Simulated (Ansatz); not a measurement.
CHBOS (SMILES S=C1BO1), singlet: a trajectory.

Input (in.yaml):

```yaml
crystal:
  periodic: [false, false, false]
  atoms:
    - {symbol: S, position_ang: [-2.151560, -0.649960, 0.160240]}
    - {symbol: C, position_ang: [-0.633180, -0.180060, 0.045930]}
    - {symbol: B, position_ang: [0.687020, 0.462310, -0.096750]}
    - {symbol: O, position_ang: [0.576780, -0.869120, 0.145130]}
    - {symbol: H, position_ang: [1.520930, 1.236820, -0.254550]}
basis:
  gaussian: {orbitals: def2-SVP}
hamiltonian: {xc: pbe0, dispersion: d4}
md: {n_steps: 40, timestep: 0.5, temperature: 500, ensemble: nvt_langevin, seed: 97, friction: 0.002, initial_velocities: maxwell_boltzmann}
```

Launched with

```bash
ansatz run in.yaml --threads 2 --pin off --events-out ev --progress --plain --max-ram 3481MiB
```

The run's output (Ansatz 0.2.0):

```
Functional definition: PBE0
  name "PBE0"
  cite "Adamo & Barone, J. Chem. Phys. 110, 6158 (1999) doi:10.1063/1.478522"
  cite "Perdew, Burke & Ernzerhof, Phys. Rev. Lett. 77, 3865 (1996) doi:10.1103/PhysRevLett.77.3865"
  parent pbe
  parameter a = 0.25
  parameter kappa = 0.804
  parameter beta = 0.06672455060314922
  exchange = (1 - a)*pbe_x(kappa = kappa, mu = beta*pi^2/3) + a*exact_x
  correlation = pbe_c(beta = beta)
695 factors; integrals over basis functions are off by at most 3.7e-4 eV
mean field evaluation 1: about -14593.6092 eV, gradient 3.5e1 eV
mean field evaluation 2: about -14585.9547 eV, gradient 6.8e1 eV
mean field evaluation 4: about -14596.1775 eV, gradient 4.2e0 eV
mean field evaluation 8: about -14596.2649 eV, gradient 4.0e-2 eV
mean field evaluation 16: about -14596.2649 eV, gradient 2.5e-5 eV
mean field -14596.26487547 eV, -536.4028404697 hartree, gradient 2.5e-5 eV, S^2 0.000000; 0 other end points of the search recorded, 0 dependent functions left out
the calculation of the forces begins
reference -14596.26489338 eV, -536.4028411280 hartree; 18, 18 occupied and 47, 47 virtual orbitals, 695 factors
md step     0: t =     0.00 fs  T =   400.0 K  F+E_penalty+E_count = -14596.34567228 eV  E_kin = 0.258520 eV  (27 SCF iters)
md step     1: t =     0.50 fs  T =   390.8 K  F+E_penalty+E_count = -14596.33165375 eV  E_kin = 0.252590 eV  (33 SCF iters, 3 dispersion substeps)
md step     2: t =     1.00 fs  T =   388.5 K  F+E_penalty+E_count = -14596.32133391 eV  E_kin = 0.251063 eV  (33 SCF iters, 3 dispersion substeps)
md step     3: t =     1.50 fs  T =   399.6 K  F+E_penalty+E_count = -14596.31814225 eV  E_kin = 0.258255 eV  (34 SCF iters, 3 dispersion substeps)
md step     4: t =     2.00 fs  T =   412.6 K  F+E_penalty+E_count = -14596.32145447 eV  E_kin = 0.266643 eV  (33 SCF iters, 3 dispersion substeps)
md step     5: t =     2.50 fs  T =   442.5 K  F+E_penalty+E_count = -14596.32768290 eV  E_kin = 0.286015 eV  (33 SCF iters, 3 dispersion substeps)
md step     6: t =     3.00 fs  T =   451.8 K  F+E_penalty+E_count = -14596.33215560 eV  E_kin = 0.291973 eV  (33 SCF iters, 3 dispersion substeps)
md step     7: t =     3.50 fs  T =   445.7 K  F+E_penalty+E_count = -14596.33041270 eV  E_kin = 0.288063 eV  (34 SCF iters, 3 dispersion substeps)
md step     8: t =     4.00 fs  T =   435.1 K  F+E_penalty+E_count = -14596.32032957 eV  E_kin = 0.281223 eV  (33 SCF iters, 3 dispersion substeps)
md step     9: t =     4.50 fs  T =   409.2 K  F+E_penalty+E_count = -14596.30301205 eV  E_kin = 0.264496 eV  (34 SCF iters, 3 dispersion substeps)
md step    10: t =     5.00 fs  T =   366.3 K  F+E_penalty+E_count = -14596.28156043 eV  E_kin = 0.236730 eV  (33 SCF iters, 3 dispersion substeps)
md step    11: t =     5.50 fs  T =   328.0 K  F+E_penalty+E_count = -14596.25937687 eV  E_kin = 0.212006 eV  (33 SCF iters, 3 dispersion substeps)
md step    12: t =     6.00 fs  T =   284.2 K  F+E_penalty+E_count = -14596.23947610 eV  E_kin = 0.183670 eV  (27 SCF iters, 3 dispersion substeps)
md step    13: t =     6.50 fs  T =   277.7 K  F+E_penalty+E_count = -14596.22390103 eV  E_kin = 0.179450 eV  (27 SCF iters, 3 dispersion substeps)
md step    14: t =     7.00 fs  T =   266.6 K  F+E_penalty+E_count = -14596.21431561 eV  E_kin = 0.172275 eV  (27 SCF iters, 3 dispersion substeps)
md step    15: t =     7.50 fs  T =   252.7 K  F+E_penalty+E_count = -14596.21080720 eV  E_kin = 0.163327 eV  (27 SCF iters, 3 dispersion substeps)
md step    16: t =     8.00 fs  T =   256.6 K  F+E_penalty+E_count = -14596.21271062 eV  E_kin = 0.165816 eV  (26 SCF iters, 3 dispersion substeps)
md step    17: t =     8.50 fs  T =   266.5 K  F+E_penalty+E_count = -14596.21866687 eV  E_kin = 0.172223 eV  (27 SCF iters, 3 dispersion substeps)
md step    18: t =     9.00 fs  T =   282.6 K  F+E_penalty+E_count = -14596.22589841 eV  E_kin = 0.182635 eV  (28 SCF iters, 3 dispersion substeps)
md step    19: t =     9.50 fs  T =   302.5 K  F+E_penalty+E_count = -14596.23214917 eV  E_kin = 0.195500 eV  (28 SCF iters, 3 dispersion substeps)
md step    20: t =    10.00 fs  T =   318.4 K  F+E_penalty+E_count = -14596.23519781 eV  E_kin = 0.205799 eV  (34 SCF iters, 3 dispersion substeps)
md step    21: t =    10.50 fs  T =   313.7 K  F+E_penalty+E_count = -14596.23342168 eV  E_kin = 0.202766 eV  (34 SCF iters, 3 dispersion substeps)
md step    22: t =    11.00 fs  T =   304.9 K  F+E_penalty+E_count = -14596.22700815 eV  E_kin = 0.197055 eV  (34 SCF iters, 3 dispersion substeps)
md step    23: t =    11.50 fs  T =   290.7 K  F+E_penalty+E_count = -14596.21826231 eV  E_kin = 0.187906 eV  (27 SCF iters, 3 dispersion substeps)
md step    24: t =    12.00 fs  T =   280.0 K  F+E_penalty+E_count = -14596.21110041 eV  E_kin = 0.180951 eV  (27 SCF iters, 3 dispersion substeps)
md step    25: t =    12.50 fs  T =   268.0 K  F+E_penalty+E_count = -14596.21011144 eV  E_kin = 0.173226 eV  (27 SCF iters, 3 dispersion substeps)
md step    26: t =    13.00 fs  T =   275.4 K  F+E_penalty+E_count = -14596.21740428 eV  E_kin = 0.177966 eV  (28 SCF iters, 3 dispersion substeps)
md step    27: t =    13.50 fs  T =   283.9 K  F+E_penalty+E_count = -14596.23184861 eV  E_kin = 0.183512 eV  (27 SCF iters, 3 dispersion substeps)
md step    28: t =    14.00 fs  T =   319.7 K  F+E_penalty+E_count = -14596.25152662 eV  E_kin = 0.206613 eV  (27 SCF iters, 3 dispersion substeps)
md step    29: t =    14.50 fs  T =   343.6 K  F+E_penalty+E_count = -14596.27287737 eV  E_kin = 0.222075 eV  (34 SCF iters, 3 dispersion substeps)
md step    30: t =    15.00 fs  T =   368.1 K  F+E_penalty+E_count = -14596.29121113 eV  E_kin = 0.237891 eV  (33 SCF iters, 3 dispersion substeps)
md step    31: t =    15.50 fs  T =   391.0 K  F+E_penalty+E_count = -14596.30384997 eV  E_kin = 0.252676 eV  (33 SCF iters, 3 dispersion substeps)
md step    32: t =    16.00 fs  T =   398.3 K  F+E_penalty+E_count = -14596.30940859 eV  E_kin = 0.257426 eV  (33 SCF iters, 3 dispersion substeps)
md step    33: t =    16.50 fs  T =   396.8 K  F+E_penalty+E_count = -14596.30828246 eV  E_kin = 0.256478 eV  (33 SCF iters, 3 dispersion substeps)
md step    34: t =    17.00 fs  T =   381.5 K  F+E_penalty+E_count = -14596.30198276 eV  E_kin = 0.246575 eV  (33 SCF iters, 3 dispersion substeps)
md step    35: t =    17.50 fs  T =   374.4 K  F+E_penalty+E_count = -14596.29287670 eV  E_kin = 0.241982 eV  (27 SCF iters, 3 dispersion substeps)
md step    36: t =    18.00 fs  T =   366.2 K  F+E_penalty+E_count = -14596.28391930 eV  E_kin = 0.236675 eV  (34 SCF iters, 3 dispersion substeps)
md step    37: t =    18.50 fs  T =   358.8 K  F+E_penalty+E_count = -14596.27842150 eV  E_kin = 0.231867 eV  (27 SCF iters, 3 dispersion substeps)
md step    38: t =    19.00 fs  T =   370.0 K  F+E_penalty+E_count = -14596.27818196 eV  E_kin = 0.239118 eV  (27 SCF iters, 3 dispersion substeps)
md step    39: t =    19.50 fs  T =   361.9 K  F+E_penalty+E_count = -14596.28268031 eV  E_kin = 0.233893 eV  (28 SCF iters, 3 dispersion substeps)
md step    40: t =    20.00 fs  T =   370.3 K  F+E_penalty+E_count = -14596.29149897 eV  E_kin = 0.239306 eV  (27 SCF iters, 3 dispersion substeps)
Total energy: -14596.29151698 eV, -536.4038195272 hartree
Atom 0 at    -2.164178    -0.708725     0.174715 Å, force    -0.120560    -0.311537     0.031298 eV/Å
Atom 1 at    -0.677649    -0.206421    -0.022067 Å, force    -0.656476    -0.396337     0.265134 eV/Å
Atom 2 at     0.572977     0.494703    -0.224211 Å, force     2.044002     2.068012    -0.652828 eV/Å
Atom 3 at     0.640492    -0.764091     0.233478 Å, force    -0.535764    -0.499686     0.141205 eV/Å
Atom 4 at     1.384405     1.401852    -0.488034 Å, force    -0.731202    -0.860452     0.215191 eV/Å
Dipole moment:     0.245644     0.263198    -0.094165 e Å

[the SCF lines of later steps are left out]
```

The lines “mean field evaluation” count trial sets of orbitals through the whole run, from several starts and some on an approximate energy, so they need not fall steadily or lie above the final value.

Hardware: 2 CPU threads of an Intel Xeon, shared host. Wall time about 3.7 min.
